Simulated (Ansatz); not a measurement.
Reaction (redistribution): `[CH3][In]([CH3])[OH]` + `B[C](=C)[AlH][F]` → `[CH3][In]([OH])[F]` + `B[C](=C)[AlH][CH3]`

Calculated with Ansatz (gas phase, PBE0-D4/def2-TZVP geometries, no zero-point term in ΔE). CCSD(T)/CBS adds triple-zeta CCSD(T) − MP2 to the extrapolated MP2 energy (def2 sets, frozen cores). DFT in def2-TZVPP. B3LYP here is the variant with VWN-RPA as its local correlation; programs differ in this. Elements past krypton have def2 core potentials. For In outer-core shells are correlated without core-valence functions, which leaves a few kJ/mol of doubt a bond. Each species was taken in one conformer, which may not be the lowest.

```
             level  ΔE (kcal/mol)  difference from CCSD(T)/CBS
          B3LYP-D4           25.1                         -1.3
           ωB97M-V           25.4                         -1.0
            B2PLYP           26.1                         -0.3
            r2SCAN           24.5                         -1.9
              PBE0           24.7                         -1.7
    MP2/def2-TZVPP           28.5                          2.1
   CCSD/def2-TZVPP           27.7                          1.3
    MP2/def2-QZVPP           28.0                          1.6
SCS-MP2/def2-QZVPP           27.2                          0.8
     MP2/CBS(def2)           27.5                          1.1
       CCSD(T)/CBS           26.4                            0
```

Largest T1 diagnostic among the species: 0.016.

From PBE to PBE0 (25 % exact exchange), in def2-TZVPP and without D4, ΔE moves by +1.2 kcal/mol. In def2-TZVPP, CCSD(T) changes the Hartree–Fock value by +1.7 kcal/mol (the triples alone add −0.3 kcal/mol) and MP2 by +2.9 kcal/mol.
